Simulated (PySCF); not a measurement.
Work out the structure from these simulated measurements.

Formula: C2H6BF2NSi.

| Quantity | Value |
| --- | --- |
| 13C NMR | chemical shifts (computed TMS as zero) by class: 162.6 (1 C), 54.1 (1 C) ppm [GIAO KT3/pcSseg-2] |
| 1H NMR | chemical shifts (computed TMS as zero) by class: 8.64 (1 H), 3.91 (2 H), 3.75 (3 H) ppm [GIAO KT3/pcSseg-2] |
| UV, first state | lowest singlet excitation: 4.09 eV (303 nm, f = 0.002) [TDDFT CAM-B3LYP/def2-SVPD] |
| Rotational structure | rotational constants A, B, C: 2.919, 1.313, 1.123 GHz [PBE0-D3(BJ)/def2-SVP] |
| NMR, other nuclei | isotropic shieldings of nuclei other than C and H, by class: 71 (1 B), -178 (1 N), 199 (2 F), 464 (1 Si) ppm [GIAO KT3/pcSseg-2] |
| Triplet | lowest triplet excitation (Tamm–Dancoff): 3.32 eV [TDA CAM-B3LYP/def2-SVPD] |
| Dipole | 1.25 D [CAM-B3LYP/def2-SVPD] |

The electronic properties come from PySCF, for the isolated species, density fitting. Levels stand in brackets. Geometry: PBE0-D3(BJ)/def2-SVP, one conformer, isolated molecule. NMR classes are plain means over equivalent atoms (diastereotopic ones count apart unless rotation or inversion swaps them), as if these changed places fast.

Problem. Give a SMILES that accounts for the data.

Solution. Numbering: `[CH3:1]/[N:2]=[CH:3]\[SiH2:4][B:5]([F:6])[F:7]`. 2 carbons fall into 2 classes; from least to most shielded: C=N carbon [C3] (162.6 ppm), N-methyl carbon [C1] (54.1 ppm). Hydrogen classes from least to most shielded: 1 H on a C=N carbon, C3 (8.64 ppm), 2 H on an SiH2 silicon, Si4 (3.91 ppm, a mean of values up to 0.6 ppm apart in this geometry), 3 H on an N-methyl carbon, C1 (3.75 ppm, a mean of values up to 0.7 ppm apart in this geometry). The other shieldings belong to: 71 ppm, three-coordinate boron [B5]; -178 ppm, C=N nitrogen [N2]; 199 ppm, boron-bound fluorine [F6/F7]; 464 ppm, SiH2 silicon [Si4]. The optimised geometry has point group C1 and is an asymmetric top. Structure: `C/N=C\[SiH2]B(F)F`. The assignments are read from this structure; whether some other isomer fits the data as well wasn't checked.

The values belong to the conformer `[CH3:1]/[N:2]=[CH:3]\[SiH2:4][B:5]([F:6])[F:7]`: N2–C3–Si4–B5 63°, C3–Si4–B5–F6 -98°.
